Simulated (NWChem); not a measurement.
System: BeSiH$_{3}$OF; SMILES [F][Be][O][SiH3]

Input file for NWChem:

```
start job
memory heap 200 mb stack 900 mb global 1100 mb
geometry units angstroms noautoz
  Be    -0.027572     1.430598     0.001524
  F     -0.055701     2.825308     0.004602
  O      0.001022     0.015560    -0.002566
  Si     0.033208    -1.647050    -0.005308
  H     -0.539960    -2.169002    -1.294652
  H     -0.781014    -2.177363     1.143290
  H      1.450266    -2.132862     0.133108
end
basis spherical
  Be library 6-31g*
  F library 6-31g*
  O library 6-31g*
  Si library 6-31g*
  H library 6-31g*
end
dft
  xc b3lyp
  iterations 150
  mulliken
end
task dft energy
```

Parts of the log:

```
             Northwest Computational Chemistry Package (NWChem) 7.3.0
             --------------------------------------------------------

 C3  symmetry detected

                             Geometry "geometry" -> ""
                             -------------------------

 Output coordinates in angstroms (scale by  1.889725989 to convert to a.u.)

  No.       Tag          Charge          X              Y              Z
 ---- ---------------- ---------- -------------- -------------- --------------
    1 Be                   4.0000     0.00000000     0.00000000    -1.38516834
    2 F                    9.0000    -0.00000000     0.00000000    -2.78016531
    3 O                    8.0000     0.00000000    -0.00000000     0.03016405
    4 Si                  14.0000     0.00000000     0.00000000     1.69308732
    5 H                    1.0000    -0.87850218    -1.10843725     2.20587540
    6 H                    1.0000    -0.52068373     1.31502383     2.20587540
    7 H                    1.0000     1.39918591    -0.20658658     2.20587540

 Effective nuclear repulsion energy (a.u.)     124.0686758939

      Symmetry information
      --------------------

 Group name             C3
 Group number              5
 Group order               3
 No. of unique centers     5

                                 NWChem DFT Module
                                 -----------------

 Summary of "ao basis" -> "ao basis" (spherical)
 ------------------------------------------------------------------------------
       Tag                 Description            Shells   Functions and Types
 ---------------- ------------------------------  ------  ---------------------
 Be                          6-31g*                  6       14   3s2p1d
 F                           6-31g*                  6       14   3s2p1d
 O                           6-31g*                  6       14   3s2p1d
 Si                          6-31g*                  8       18   4s3p1d
 H                           6-31g*                  2        2   2s

      Symmetry analysis of basis
      --------------------------

        a          28
        e+         19
        e-         19

  Rotation of axis

            General Information
            -------------------
          SCF calculation type: DFT
          Wavefunction type:  closed shell.
          No. of atoms     :     7
          No. of electrons :    38
           Alpha electrons :    19
            Beta electrons :    19
          Charge           :     0
          Spin multiplicity:     1
          Use of symmetry is: on ; symmetry adaption is: on
          Maximum number of iterations: 150
          AO basis - number of functions:    66
                     number of shells:    32
          Convergence on energy requested:  1.00D-06
          Convergence on density requested:  1.00D-05
          Convergence on gradient requested:  5.00D-04

              XC Information
              --------------
                         B3LYP Method XC Potential
                     Hartree-Fock (Exact) Exchange  0.200
                        Slater Exchange Functional  0.800 local
                    Becke 1988 Exchange Functional  0.720 non-local
              Lee-Yang-Parr Correlation Functional  0.810
                  VWN I RPA Correlation Functional  0.190 local

             Grid Information
             ----------------
          Grid used for XC integration:  medium
          Radial quadrature: Mura-Knowles
          Angular quadrature: Lebedev.
          Tag              B.-S. Rad. Rad. Pts. Rad. Cut. Ang. Pts.
          ---              ---------- --------- --------- ---------
          Be                  1.05       49          11.0       434
          F                   0.50       49          12.0       434
          O                   0.60       49           8.0       434
          Si                  1.10       88          11.0       590
          H                   0.35       45          11.0       434
          Grid pruning is: on
          Number of quadrature shells:   280
          Spatial weights used:  Erf1

      Superposition of Atomic Density Guess
      -------------------------------------

 Sum of atomic energies:        -479.00545343

      Non-variational initial energy
      ------------------------------

 Total energy =    -479.754348
 1-e energy   =    -909.649040
 2-e energy   =     305.826017
 HOMO         =      -0.397442
 LUMO         =      -0.045076

      Symmetry analysis of molecular orbitals - initial
      -------------------------------------------------

  Numbering of irreducible representations:

     1 a           2 e+          3 e-

  Orbital symmetries:

     1 a           2 a           3 a           4 a           5 a
     6 a           7 e+          8 e+          9 a          10 a
    11 a          12 a          13 e+         14 e+         15 a
    16 e+         17 e+         18 e+         19 e+         20 a
    21 a          22 e+         23 e+         24 e+         25 e+
    26 a          27 a          28 e+         29 e+

     ---------------------------------------------
      Total Density - Mulliken Population Analysis
     ---------------------------------------------

    Atom       Charge   Shell Charges
 -----------   ------   -------------------------------------------------------
    1 Be   4     3.09   2.00  0.39  0.44  0.11  0.03  0.12
    2 F    9     9.60   2.00  0.95  3.52  0.99  2.14  0.00
    3 O    8     8.79   2.00  0.92  3.24  0.81  1.81  0.00
    4 Si  14    13.28   2.00  2.00  5.97  0.93  1.50  0.30  0.40  0.17
    5 H    1     1.08   0.47  0.61
    6 H    1     1.08   0.47  0.61
    7 H    1     1.08   0.47  0.61

[...]
```

Level: B3LYP/6-31G* (spherical d). Coordinates come from a PBE-D3(BJ)/def2-SVP optimisation. B3LYP is NWChem's, with the RPA form of VWN correlation.
